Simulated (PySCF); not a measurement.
## Spin-rotation constants: `COc1cc[c]([GaH2])s1`, C$_{5}$H$_{7}$GaOS

Molfile (atoms numbered from 1):
```
C5H7GaOS
     RDKit          3D

 15 15  0  0  0  0  0  0  0  0999 V2000
   -2.9601    0.4798    0.1150 C   0  0  0  0  0  0  0  0  0  0  0  0
   -2.1995   -0.7035    0.1920 O   0  0  0  0  0  0  0  0  0  0  0  0
   -0.8670   -0.5784    0.1038 C   0  0  0  0  0  0  0  0  0  0  0  0
    0.0246   -1.6121    0.1580 C   0  0  0  0  0  0  0  0  0  0  0  0
    1.3571   -1.1752    0.0374 C   0  0  0  0  0  0  0  0  0  0  0  0
    1.5044    0.1785   -0.1080 C   0  0  0  0  0  0  0  0  0  0  0  0
    3.1481    1.2553   -0.2998 Ga  0  0  0  0  0  3  0  0  0  0  0  0
   -0.0641    0.9513   -0.0949 S   0  0  0  0  0  0  0  0  0  0  0  0
   -2.8095    0.9834   -0.8456 H   0  0  0  0  0  0  0  0  0  0  0  0
   -4.0004    0.1774    0.2149 H   0  0  0  0  0  0  0  0  0  0  0  0
   -2.6940    1.1714    0.9212 H   0  0  0  0  0  0  0  0  0  0  0  0
   -0.2769   -2.6358    0.2793 H   0  0  0  0  0  0  0  0  0  0  0  0
    2.2062   -1.8434    0.0523 H   0  0  0  0  0  0  0  0  0  0  0  0
    4.5455    0.5418   -0.3220 H   0  0  0  0  0  0  0  0  0  0  0  0
    3.0812    2.8174   -0.4254 H   0  0  0  0  0  0  0  0  0  0  0  0
  1  2  1  0
  2  3  1  0
  3  4  2  0
  4  5  1  0
  5  6  2  0
  6  7  1  0
  6  8  1  0
  8  3  1  0
  1  9  1  0
  1 10  1  0
  1 11  1  0
  4 12  1  0
  5 13  1  0
  7 14  1  0
  7 15  1  0
M  END
```

Method used: PySCF, GIAO HF/pcSseg-1 magnetisability, rotational g tensor and spin-rotation constants, non-relativistic, gas phase. Geometry: GFN2-xTB.

The calculation is non-relativistic, which matters for the atoms heavier than Zn.

Give the nuclear spin-rotation constants along the inertial axes (H = +C I·J) beside the isotropic shieldings.

Rotational constants 3.7042, 0.5608, 0.4886 GHz. A star marks the isotopologue with that one atom substituted, in its own axes.
| atom | isotope | Caa (kHz) | Cbb (kHz) | Ccc (kHz) | mean (kHz) | σ (ppm) |
| --- | --- | --- | --- | --- | --- | --- |
| Ga7 | 69Ga | 6.731 | 0.967 | 0.768 | 2.822 | 1474.9 |
| H9 | 1H | -0.302 | -0.044 | -0.003 | -0.116 | 28.4 |
| H10 | 1H | 0.221 | -0.064 | -0.050 | 0.036 | 27.9 |
| H11 | 1H | -0.295 | -0.043 | -0.004 | -0.114 | 28.4 |
| H12 | 1H | -0.153 | 0.020 | -0.052 | -0.062 | 25.5 |
| H13 | 1H | -0.074 | 0.018 | -0.050 | -0.035 | 24.2 |
| H14 | 1H | -0.042 | -0.016 | -0.038 | -0.032 | 26.4 |
| H15 | 1H | -0.242 | 0.013 | -0.038 | -0.089 | 26.5 |
| C1 | 13C* | 0.759 | 0.076 | 0.104 | 0.313 | 138.1 |
| O2 | 17O* | -0.321 | -0.121 | -0.019 | -0.154 | 256.3 |
| C3 | 13C* | 2.049 | 0.222 | 0.112 | 0.794 | 2.4 |
| C4 | 13C* | 1.340 | 0.176 | 0.063 | 0.526 | 84.4 |
| C5 | 13C* | 1.692 | 0.232 | 0.065 | 0.663 | 40.5 |
| C6 | 13C* | 1.636 | 0.214 | 0.057 | 0.635 | 56.6 |
| S8 | 33S* | 1.138 | 0.221 | 0.135 | 0.498 | 352.5 |

For the geometry as given, no vibrational averaging.

How do the rotational constants and the g tensor change when H9, H10, H11, H12, H13, H14, H15 are replaced by deuterium?

Constants 3.1247, 0.5194, 0.4479 GHz; g -0.0558, -0.0089, 0.0032, against -0.0660, -0.0096, 0.0035 before.
